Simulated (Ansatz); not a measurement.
Reaction (ligand exchange at the Si–C bond): `B[CH]([GaH2])[SiH2]F` + `CBO` → `CBO[SiH2]F` + `B[CH2][GaH2]`

Calculated with Ansatz (gas phase, PBE0-D4/def2-TZVP geometries, no zero-point term in ΔE). CBS: MP2 limit from def2 TZ/QZ plus the TZ coupled-cluster correction, frozen cores. DFT in def2-TZVPP. B3LYP here is the variant with VWN-RPA as its local correlation; programs differ in this. For Ga outer-core shells are correlated without core-valence functions, which leaves a few kJ/mol of doubt a bond. Scalar relativity is left out up to krypton. One conformer a species, not always the lowest.

`B[CH]([GaH2])[SiH2]F`:

Z-matrix (Å, degrees):
```
C
Ga 1 1.996
Si 1 1.853 2 106.0
B 1 1.525 2 104.3 3 114.2
H 1 1.092 2 108.1 3 -121.5
H 2 1.562 1 120.2 3 -56.6
H 2 1.564 1 115.7 3 123.3
F 3 1.603 1 110.0 2 168.8
H 3 1.482 1 110.5 2 50.1
H 3 1.485 1 111.9 2 -73.7
H 4 1.202 1 120.0 2 -65.5
H 4 1.197 1 121.6 2 113.1
```

`CBO`:

Z-matrix (Å, degrees):
```
C
B 1 1.559
H 1 1.096 2 110.2
H 1 1.092 2 113.4 3 122.1
H 1 1.096 2 110.2 3 -115.8
O 2 1.357 1 119.4 3 -122.1
H 2 1.207 1 121.8 3 57.8
H 6 0.960 2 113.1 1 180.0
```

`CBO[SiH2]F`:

Cartesian coordinates in Å:
```
C -1.718 0.212 1.103
B -0.473 0.488 0.211
O 0.322 -0.536 -0.208
Si 1.701 -0.555 -1.089
F 2.927 -0.754 -0.094
H -1.630 0.766 2.044
H -1.872 -0.845 1.329
H -2.620 0.609 0.622
H -0.182 1.608 -0.134
H 1.892 0.731 -1.794
H 1.653 -1.724 -1.988
```

`B[CH2][GaH2]`:

Z-matrix (Å, degrees):
```
C
Ga 1 2.011
B 1 1.513 2 101.7
H 1 1.090 2 104.3 3 123.1
H 1 1.095 2 100.6 3 -119.7
H 2 1.567 1 119.2 3 77.0
H 2 1.567 1 118.2 3 -107.0
H 3 1.200 1 120.8 2 91.1
H 3 1.200 1 120.6 2 -83.7
```

CCSD(T)/CBS gives -74.6 kJ/mol.

(1) Another level gave -79.2 kJ/mol. Which?
A. r2SCAN-D4/def2-TZVPP
B. CCSD/def2-TZVPP
C. B3LYP/def2-TZVPP
D. PBE0-D4/def2-TZVPP

Largest T1 diagnostic among the species: 0.013.

Answers

(1) B. CCSD/def2-TZVPP -79.2, B3LYP -87.8, PBE0-D4 -67.8, r2SCAN-D4 -75.0 kJ/mol.

From PBE to PBE0 (25 % exact exchange), in def2-TZVPP and without D4, ΔE moves by −3.9 kJ/mol. The D4 term adds +7.1 kJ/mol with B3LYP and +3.7 kJ/mol with PBE0; it sums over pairs of atoms, weighted by their polarisabilities, and B3LYP, whose exchange is more repulsive, gets the larger term.
